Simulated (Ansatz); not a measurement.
Computed with Ansatz on PBE0-D4/def2-TZVP structures; ΔE is electronic, products minus reactants. CBS: MP2 limit from def2 TZ/QZ plus the TZ coupled-cluster correction, frozen cores. This one scheme is used for every species, atoms too. Functionals use def2-TZVPP. No spin–orbit coupling; open shells (•) take unrestricted orbitals. Spin–orbit coupling would lower the free atoms: a little for O, Si. One conformer a species, not always the lowest.

Consider the atomization: `N[Si](O)(O)O` → 5 H• + N• + 3 O• + Si•.

`N[Si](O)(O)O`:

Cartesian coordinates in Å:
```
N -0.998 -0.866 -0.728
Si 0.133 0.140 0.038
O -0.418 1.407 0.923
O 0.998 0.758 -1.203
O 0.977 -0.745 1.133
H -1.369 -0.604 -1.626
H -1.654 -1.415 -0.198
H -0.365 1.303 1.874
H 1.397 1.613 -1.038
H 1.300 -1.593 0.824
```

```tsv
level	ΔE (eV)
LDA (SPW92)	47.70
revPBE-D4	40.60
r2SCAN-D4	41.23
B97M-V	41.18
CAM-B3LYP-D4	41.54
ωB97X-V	41.37
PBE-QIDH	40.63
LC-ωPBE	41.03
```

**Question.** What does CCSD(T)/CBS give? (Estimate.)

**Answer.** Computed: +41.61 eV. The listed levels differ from it by 6.09, -1.01, -0.38, -0.43, -0.07, -0.24, -0.98, -0.58 eV.

Largest T1 diagnostic among the species: 0.012.

The D4 term adds +0.33 eV with B3LYP and +0.17 eV with PBE0; it sums over pairs of atoms, weighted by their polarisabilities, and B3LYP, whose exchange is more repulsive, gets the larger term. Leaving LDA and LC-ωPBE aside and taking each functional with its dispersion term where it has one, the values, not all of them listed here, spread over 2.29 eV, from BHLYP-D4 to PBE-D4. LDA lies +6.05 eV from PBE without D4, its usual overbinding. From r2SCAN to r2SCAN0 (25 % exact exchange), in def2-TZVPP and without D4, ΔE moves by −0.96 eV: exact exchange takes away binding that semilocal exchange gives to molecules.

B3LYP here is the variant with VWN-RPA as its local correlation; programs differ in this.

For atomizations the MP2-based limit and the directly extrapolated one differ by several kJ/mol either way, and by 10 to 25 for some Ge, Se and Sn compounds, so smaller differences from it don't rank the levels.
